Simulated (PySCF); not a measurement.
Cl₃Sc, SMILES [Cl][Sc+]([Cl])[Cl] (connectivity only; charge and spin as stated), charge +1, multiplicity 2.

Geometry: B3LYP-D3(BJ)/def2-SVP. The multiplicity is an assumed one; other spin states were not compared.

These are TDA-CAM-B3LYP/def2-SVPD (PySCF) values and carry that method's errors.

Vertical excitations. Gas-phase values at a fixed geometry.

| state | energy (eV) | λ (nm) | f | main pairs |
|---|---|---|---|---|
| root 1 | 1.16 | 1066 | 0.000 | β HOMO→LUMO 53 %, β HOMO−2→LUMO 46 % |
| root 2 | 1.95 | 635 | 0.000 | β HOMO−5→LUMO 49 %, β HOMO−4→LUMO 32 %, β HOMO−1→LUMO 18 % |
| root 3 | 2.36 | 526 | 0.001 | β HOMO−6→LUMO 91 % |
| root 4 | 2.50 | 495 | 0.026 | β HOMO−3→LUMO 50 %, β HOMO−7→LUMO 37 % |
| root 5 | 3.07 | 404 | 0.028 | β HOMO−1→LUMO 76 % |
| root 6 | 3.16 | 393 | 0.002 | β HOMO−2→LUMO 48 %, β HOMO→LUMO 43 %, β HOMO−6→LUMO 7 % |
| root 7 | 3.44 | 360 | 0.106 | β HOMO−3→LUMO 35 %, β HOMO−7→LUMO 33 %, β HOMO−4→LUMO 11 %, β HOMO−5→LUMO 5 % |
| root 8 | 3.99 | 311 | 0.005 | β HOMO−4→LUMO 43 %, β HOMO−5→LUMO 31 %, β HOMO−7→LUMO 22 % |
| root 9 | 4.47 | 277 | 0.000 | α HOMO−1→LUMO 26 %, α HOMO→LUMO+1 6 %, β HOMO−1→LUMO+1 31 %, β HOMO→LUMO+2 6 % |
| root 10 | 4.57 | 271 | 0.000 | α HOMO→LUMO 24 %, α HOMO−1→LUMO+1 6 %, β HOMO→LUMO+1 43 %, β HOMO−1→LUMO+2 7 % |
Unrestricted roots are not spin-pure.
